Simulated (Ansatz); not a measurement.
Gas-phase reaction in SMILES: B=[N] -> B=[N-] (an electron is taken up)
Each molecule is optimised on its own at B3LYP-D3(BJ)/def2-TZVP (Ansatz, a quantum-chemistry and plane-wave program).

Quantity: adiabatic electron affinity (electronic energy difference), positive where the reaction releases energy, in eV. Valence correlation only, unless marked. Open shells are spin-unrestricted. No spin-orbit coupling. No relativistic terms. Anions need diffuse functions: aug- sets have them; def2-D sets add few. CBS(X,Y): correlation extrapolated as X^-3; Hartree-Fock from the larger set.

| level | program | adiabatic electron affinity (eV) |
|---|---|---|
| r2SCAN0/def2-TZVPD | Ansatz | 2.66 |
| CAM-B3LYP-D3(BJ)/def2-TZVPD | Ansatz + dftd3 | 2.85 |
| B2GP-PLYP-D4/def2-TZVPD | Ansatz + dftd4 | 2.93 |
| B2PLYP/def2-TZVPD | Ansatz | 2.93 |
| PBE-QIDH/def2-TZVPD | Ansatz | 2.88 |
| SCS-MP2/aug-cc-pVDZ | Ansatz | 3.02 |
| CCSD(T)/CBS(aug-cc-pVTZ,aug-cc-pVQZ) | Ansatz | 3.03 |
